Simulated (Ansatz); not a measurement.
Breaking the B1–Cl2 bond in BCl (multiplicity 1 held). Energies count from the point at 1.722 Å.


Signs of static correlation in cc-pV(D+d)Z, with CASSCF(10,8), from Ansatz (a first-principles code) runs.

```
R (Å)  T1 of restricted CCSD  ⟨S²⟩ of UHF  largest double amplitude of restricted CCSD  weight of the CASSCF reference in MRCISD               CASSCF natural occupations
-----  ---------------------  -----------  -------------------------------------------  ----------------------------------------  ---------------------------------------
1.377                  0.012        0.000                                        0.102                                     0.929  2.00 2.00 1.98 1.98 1.97 0.03 0.03 0.02
1.549                  0.014        0.102                                        0.111                                     0.933  2.00 1.99 1.99 1.98 1.90 0.06 0.06 0.02
1.722                  0.017        0.161                                        0.113                                     0.933  2.00 1.99 1.99 1.98 1.88 0.07 0.07 0.02
1.894                  0.020        0.172                                        0.107                                     0.933  2.00 1.99 1.99 1.98 1.87 0.07 0.07 0.03
2.066                  0.022        0.155                                        0.090                                     0.934  2.00 1.99 1.99 1.97 1.87 0.07 0.07 0.04
2.324                  0.026        0.107                                        0.104                                     0.934  2.00 1.99 1.99 1.95 1.87 0.07 0.07 0.06
2.582                  0.031        0.057                                        0.131                                     0.933  2.00 1.99 1.99 1.93 1.86 0.09 0.07 0.07
3.013                  0.046        0.729                                          [?]                                     0.932  2.00 1.98 1.98 1.90 1.83 0.16 0.07 0.07
3.443                    [?]        0.931                                        0.291                                     0.931  2.00 1.98 1.98 1.89 1.68 0.33 0.08 0.08
3.960                  0.143        0.994                                        0.547                                     0.932  2.00 2.00 2.00 1.89 1.37 0.63 0.06 0.06
4.648                  0.230        1.011                                        1.031                                     0.932  2.00 2.00 2.00 1.89 1.14 0.86 0.05 0.05
5.509                  0.279        1.014                                        1.423                                     0.932  2.00 2.00 2.00 1.89 1.04 0.96 0.05 0.05
6.886                  0.277        1.014                                        1.492                                     0.932  2.00 2.00 2.00 1.89 1.00 1.00 0.05 0.05
```

Some entries are withheld; supply them.


- 3.013, largest double amplitude of restricted CCSD: 0.186
- 3.443, T1 of restricted CCSD: 0.078

Doubts at one or more of the structures used: a restricted determinant that unrestricted orbitals would lower (R-CCSD(T)/cc-pV(D+d)Z); T1 above 0.05 (R-CCSD(T)/cc-pV(D+d)Z, U-CCSD(T)/cc-pV(D+d)Z); other coupled-cluster roots lie near (R-CCSD(T)/cc-pV(D+d)Z); a spin-contaminated determinant (U-CCSD(T)/cc-pV(D+d)Z); the program's own flag: other amplitudes (U-CCSD(T)/cc-pV(D+d)Z).
